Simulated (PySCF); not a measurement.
## Chromium: a sound run and one with changed settings

Sound run: Cr⁺ [Ar] 3d5, Cr²⁺ [Ar] 3d4. Computed with PySCF 2.14 in aug-cc-pVDZ, with no relativity, point nucleus. In the sound run the correlated levels freeze [Ar]. The sound run starts from symmetry-adapted Hartree-Fock orbitals and uses a fine grid where one is needed.

Changed run: the spin-free X2C one-electron Hamiltonian (Gaussian nucleus). This setting is unsound on purpose.

| species | method | sound run (hartree) | changed run (hartree) | converged |
| --- | --- | --- | --- | --- |
| Cr⁺ | UHF | -1043.13787 | -1048.41572 | yes |
| Cr⁺ | B3LYP | -1044.21033 | -1049.48644 | yes |
| Cr⁺ | MN15 | -1044.24118 | -1049.51087 | yes |
| Cr⁺ | MP2 | -1043.20357 | -1048.48173 | yes |
| Cr²⁺ | UHF | -1042.57979 | -1047.86092 | yes |
| Cr²⁺ | B3LYP | -1043.58886 | -1048.86805 | yes |
| Cr²⁺ | MN15 | -1043.62398 | -1048.89711 | yes |
| Cr²⁺ | MP2 | -1042.61151 | -1047.89276 | yes |

Ionisation energy of Cr⁺:

| method | sound run (eV) | changed run (eV) |
| --- | --- | --- |
| UHF | 15.186 | 15.097 |
| B3LYP | 16.911 | 16.827 |
| MN15 | 16.795 | 16.701 |
| MP2 | 16.111 | 16.027 |
| SCS-MP2 | 15.494 | 15.407 |

Most of the change in total energy is the relativistic energy itself. On top of that the contraction fixes the core shape for the Hamiltonian it was made with, so the changed run is not a good calculation with the other Hamiltonian either.

For comparison, NIST gives 16.486 eV between the lowest levels.
